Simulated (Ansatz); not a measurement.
Relaxation of BrF3H4W (9 atoms, charge 0, multiplicity 1), to a largest force component of 0.03 eV/Å in at most 50 steps.

The calculation used RKS r2SCAN/def2-SVP (Ansatz).

```xyz
9
Properties=species:S:1:pos:R:3
W 0.098 0.222 -0.383
F 0.281 0.210 2.647
H 1.419 -0.555 0.299
H -0.609 1.446 0.513
F -1.755 -0.183 -0.499
H -0.048 -1.357 0.151
F 0.342 0.340 -2.188
Br 1.932 1.894 0.238
H 0.958 0.843 2.583
```

Where does it end, and by what steps?

The run converged. After 5 steps the energy has fallen by 0.260 eV; F2 moved furthest, 0.49 Å. Joined: W1–F2 (3.04 → 2.41 Å).

```csv
step,energy less start (eV),largest force component (eV/Å),accepted
0,0.0000,0.571,yes
1,-0.1045,0.568,yes
2,-0.2081,0.400,yes
3,-0.2440,0.490,yes
4,-0.2568,0.134,yes
5,-0.2599,0.027,yes
```

```xyz
9
Properties=species:S:1:pos:R:3
W 0.115 0.241 -0.236
F 0.203 0.131 2.171
H 1.485 -0.566 0.300
H -0.587 1.520 0.588
F -1.738 -0.177 -0.356
H -0.009 -1.335 0.305
F 0.344 0.326 -2.049
Br 1.967 1.905 0.325
H 0.837 0.818 2.310
```

Whether the end is a true minimum wasn't checked by a vibrational analysis.

The run took 24 s on 4 threads of Arm Neoverse V2, on a shared host, peak memory 0.23 GiB.
